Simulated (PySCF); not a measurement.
Compound: C2H7BOSi.
SMILES: `B/C=C/O[SiH3]`

Torsions of this conformer, `[BH2:1]/[CH:2]=[CH:3]/[O:4][SiH3:5]`: C2–C3–O4–Si5 180°.

The closed-shell ground state was solved at several levels (PySCF, density fitting, gas phase, non-relativistic). The structure is a single PBE0-D3(BJ)/def2-SVP conformer in the gas phase; no vibrational or solvent corrections.

```tsv
level	basis functions	total energy (Eh)	HOMO (eV)	LUMO (eV)	gap (eV)	dipole (D)
PBE0/pcSseg-1	127	-469.6019	-7.48	-1.56	5.92	3.30
KT2/pcSseg-2	285	-475.5763	-6.46	-2.47	3.99	3.30
```

Question: What might B3LYP/def2-SVPD (163 basis functions) give for the same quantities?

Answer: Total energy -469.7945 Eh, HOMO -7.28 eV, LUMO -1.77 eV, gap 5.51 eV, dipole 3.14 D.

Question: Over all these levels, which gives the widest orbital gap and which the narrowest?

Answer: PBE0/pcSseg-1 (global hybrid, 25 % exact exchange) has the widest, 5.92 eV, and KT2/pcSseg-2 (GGA) the narrowest, 3.99 eV. Functional and basis both differ between the two, so the spread mixes both effects.

Question: How far do the dipole and the HOMO energy spread over the levels?

Answer: The dipole runs from 3.14 to 3.30 D (mean 3.25 D) and the HOMO from -7.48 to -6.46 eV.
